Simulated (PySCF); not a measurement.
C₃HCl₂F. Atoms are numbered in the order given.

```xyz
7

F     -3.1110     0.4888     0.0000
C     -2.1763    -0.4772     0.0000
C     -0.8794    -0.2392     0.0000
C      0.4257    -0.0699     0.0000
Cl     1.3646     0.0532    -1.4635
Cl     1.3646     0.0532     1.4635
H     -2.6195    -1.4900     0.0000
```
Charge 0, spin multiplicity 1.

Geometry optimised at PBE-D3(BJ)/def2-SVP.

All values below come from PBE-D3(BJ)/def2-SVP (PySCF).

Frequencies are harmonic and unscaled.

```
mode  ν (cm⁻¹)  IR (km/mol)  moving atoms (share of kinetic energy)
----  --------  -----------  --------------------------------------
1           93          0.0                 Cl 52 %, F 30 %, C 18 %
2          115          0.5                 C 49 %, F 37 %, Cl 12 %
3          261          1.2                         Cl 69 %, C 22 %
4          265          5.3         C 48 %, H 25 %, F 17 %, Cl 11 %
5          422          1.2                 C 50 %, Cl 31 %, F 18 %
6          475          3.2                         C 70 %, Cl 25 %
7          479          6.4                         C 60 %, Cl 34 %
8          642         61.2                 C 73 %, F 15 %, Cl 10 %
9          822         36.2                          C 53 %, H 43 %
10         829        197.1                  C 68 %, H 23 %, Cl 9 %
11        1045        244.6                          C 68 %, F 27 %
12        1219         18.8                  H 71 %, C 19 %, F 11 %
13        1397         34.0                          C 75 %, H 21 %
14        2016        362.7                                  C 99 %
15        3090          4.9                           H 92 %, C 8 %
```
